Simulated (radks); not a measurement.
Question: These are the eigenvalues of the occupied orbitals of an atom or ion with whole-number occupations (hartree). Calculated with a radial shooting solver on a logarithmic mesh with Libxc functionals: Dirac Kohn-Sham, PBE, spin-unpolarised, spherical densities, finite nucleus; Fermi nuclear charge, rms radius of each element as measured or else 0.836 A^(1/3) + 0.57 fm.

| orbital | eigenvalue |
|---|---|
| 1s1/2 | -2.22019 |

Which element is it, and in what charge state? The configuration may be excited. Open shells, if any, are shared by 2j + 1.

Answer: Z = 3, lithium, charge +1: Li+ in [He]. The 1s level, -2.2202 hartree, gives Z - s = 2.1 by -(Z - s)^2/2, which with screening and relativity narrows Z to a few neighbours, and the depths must fix Z and the occupations together.
